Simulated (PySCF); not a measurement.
Ta(O)(F)3 cation (F3OTa), SMILES [F][Ta](=[O])([F])[F] (connectivity only; charge and spin as stated), charge +1, multiplicity 2. Atoms are numbered in the order given.

```xyz
5

Ta     0.0070     0.0059     0.0000
O      0.3000    -1.8697     0.0000
F      1.6513     0.7928     0.0000
F     -0.9874     0.4106     1.4748
F     -0.9874     0.4106    -1.4748
```
Charge +1, spin multiplicity 2.

The structure is a stationary point at B3LYP-D3(BJ)/def2-SVP. The spin state was assumed, not searched. The isomer is the one that the SMILES or the coordinates give; other isomers of the formula were not compared. The def2 effective core potentials stand for the cores of Ta; spin–orbit coupling is left out.

Method: B3LYP-D3(BJ)/def2-SVP run with PySCF 2.14.0.

Frequencies are harmonic and unscaled.

A small imaginary wavenumber (i) marks a very flat motion, where grid noise or a shallow saddle decides the sign.

```tsv
mode	ν (cm⁻¹)	IR (km/mol)	moving atoms (share of kinetic energy)
1	18i	22.1	F 92 %
2	153	14.5	F 71 %, Ta 15 %, O 14 %
3	174	12.7	F 68 %, O 18 %, Ta 14 %
4	185	5.6	O 56 %, F 35 %, Ta 9 %
5	194	2.1	F 69 %, O 29 %
6	732	47.1	O 89 %, Ta 10 %
7	769	131.3	F 87 %, Ta 13 %
8	778	19.1	F 96 %
9	785	117.5	F 86 %, Ta 14 %
```
